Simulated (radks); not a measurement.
Problem. The table gives one normalised radial function P(r) = r R(r) (large component) of Cr+ in [Ar] 3d3.5 4s1.5 (r in bohr). Method: Dirac Kohn-Sham, PBEsol, spin-unpolarised, spherical densities, finite nucleus; open shells are shared between the two j in proportion to 2j + 1; Fermi nuclear charge, rms radius 3.6452 fm; computed with a radial shooting solver on a logarithmic mesh with Libxc functionals.

r           P
0.00273    0.0016
0.003583   0.0026
0.004666   0.0041
0.006075   0.0065
0.007975   0.0105
0.01038    0.0168
0.01352    0.0268
0.01761    0.0425
0.02311    0.0674
0.03009    0.1037
0.03918    0.1561
0.05143    0.2304
0.06697    0.3222
0.0872     0.4264
0.1145     0.5255
0.149      0.5760
0.1941     0.5300
0.2527     0.3394
0.3317    -0.0210
0.4319    -0.4696
0.5624    -0.8807
0.7382    -1.0997
0.9613    -1.0344
1.252     -0.7615
1.643     -0.4267
2.139     -0.1829
2.786     -0.0561
3.627     -0.0112
4.761     -0.0012
6.2       -0.0001
8.073     0.0000

Which n and l does it have? It may be an empty orbital.

Solution. n = 3, l = 1: the number of nodes gives n - l - 1 = 1, the rise at small r points to l (for j = l - 1/2 the large component starts outside the nucleus as r^gamma with gamma = sqrt(l^2 - (Z/c)^2) = 0.98 and the r^(l+1) term takes over further out; the orbital of l - 1 with the same j starts with the same power, but with a larger coefficient, and does not steepen), and the extent must fit the shell. The curve is that of 3p1/2; the two j differ most near the nucleus, where j = l - 1/2 has the larger amplitude, and in heavy atoms j = l - 1/2 is also the more compact. 3p1/2: eigenvalue -60.595 eV, 1 radial node at r = 0.327 bohr, <r> = 0.945 bohr, 90 % of the charge inside 1.46 bohr.
